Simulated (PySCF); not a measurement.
Yb⁶²⁺: ionisation energy

Yb⁶²⁺ [He] 2s2 2p4 (3P) → Yb⁶³⁺ [He] 2s2 2p3 (4S), as a difference of total energies. Computed with PySCF 2.14 in an even-tempered Gaussian basis (17 s from 38 bohr⁻², ratio 2.2; 10 p from 49 bohr⁻², ratio 2.2; 5 d from 200 bohr⁻², ratio 2.4; 5 f from 290 bohr⁻², ratio 2.4; 4 g from 440 bohr⁻², ratio 2.4), with no relativity, point nucleus. Correlated levels: nothing frozen; virtual orbitals above 40 to 60 times the deepest correlated orbital energy dropped. The calculations carry no spin-orbit coupling.

```
                 method  ionisation energy (eV)
                    UHF                 14249.2
                    PBE                 14251.9
                   PBE0                 14251.7
                 r2SCAN                 14254.0
                 M06-2X                 14249.8
                   BLYP                 14253.4
SCS-MP2 (all electrons)                 14250.9
```

**Question.** Estimate what MP2 (all electrons) gives.

**Answer.** 14250.8 eV, closest to SCS-MP2 (all electrons) among the rows shown.

**Question.** Estimate what LDA gives.

**Answer.** 14241.9 eV, closest to UHF among the rows shown.

Spin-orbit coupling is strong in these open shells (close to jj coupling). The scalar numbers leave it out and a first-order estimate fails, so it can dominate the gap to the real levels.

The gap to the reference is mostly relativistic.

For comparison: 14435 ± 15 eV (theoretical estimate listed by NIST; NIST Atomic Spectra Database, ionization energies).
